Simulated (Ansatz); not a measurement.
Program: Ansatz. Geometries: PBE0-D4/def2-TZVP. ΔE: electronic, gas phase. CCSD(T)/CBS is the MP2 limit (def2-TZVPP, def2-QZVPP) plus CCSD(T) − MP2 in def2-TZVPP, frozen cores. This one scheme is used for every species. Functionals use def2-TZVPP. One conformer a species, not always the lowest.

Consider the substitution at a C–N bond: `BCN=C` + `[SiH3]CS` → `BCSC[SiH3]` + `C=N`.

Is it downhill or uphill in electronic energy at CCSD(T)/CBS, and by how much? (An estimate is asked.)

Computed: Downhill: ΔE = -0.14 eV.

What do these levels give: PBE0-D4, B2PLYP, PBE, PBE0, SCS-MP2/def2-TZVPP, CCSD/CBS(def2)? (An estimate is asked.)

Computed: PBE0-D4 -0.10, B2PLYP -0.08, PBE -0.06, PBE0 -0.07, SCS-MP2/def2-TZVPP -0.12, CCSD/CBS(def2) -0.13 eV.

Largest T1 diagnostic among the species: 0.012.

In def2-TZVPP, CCSD(T) changes the Hartree–Fock value by −0.06 eV (the triples alone add −0.01 eV) and MP2 by −0.09 eV. The D4 term adds −0.06 eV with B3LYP and −0.03 eV with PBE0; it sums over pairs of atoms, weighted by their polarisabilities, and B3LYP, whose exchange is more repulsive, gets the larger term.

B3LYP here is the variant with VWN-RPA as its local correlation; programs differ in this.
